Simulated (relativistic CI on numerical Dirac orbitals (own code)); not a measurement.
Calculated at this level of theory: Dirac-Coulomb-Breit CI, KLI orbitals optimised for each configuration, model QED, unscaled Slater integrals (own radial code, finite nucleus).

The strongest absorption lines from the ground level of an ion, among the configurations computed and to levels below about 6710 eV (vacuum wavelength in Å, gf): 2.0434 (0.69), 2.4981 (1.8), 2.4986 (2), 2.5007 (0.86), 2.5103 (0.76), 2.6577 (1.4), 2.6674 (1.4), 2.6691 (2.5).

Question: Which ion is it?
A. Xe45+
B. Xe43+
C. Pd37+
D. Ce49+

Answer: A. Xe45+ has 9 electrons and the ground level 2s2 2p5 2P°_3/2; the strongest line goes to 2s2 2p4 3d 2D_5/2. The pattern of lines fixes the number of electrons, and along that sequence the line energies rise steadily with the charge (about as its square where n changes within one kind of shell, about linearly where n is kept but much faster in heavy ions where fine structure, which grows about as Z⁴, sets the gap, and irregularly where shells cross), which fixes Z. Configurations outside the model, such as inner-shell arrays, can give stronger lines. At this charge energies of transitions that change n are usually good to better than 1 %, and those within a shell (Δn = 0) to a few per cent.

LS names give the leading component of a level, which can be under half, so a name can repeat, a term be missing and a line seem to break the LS rules.
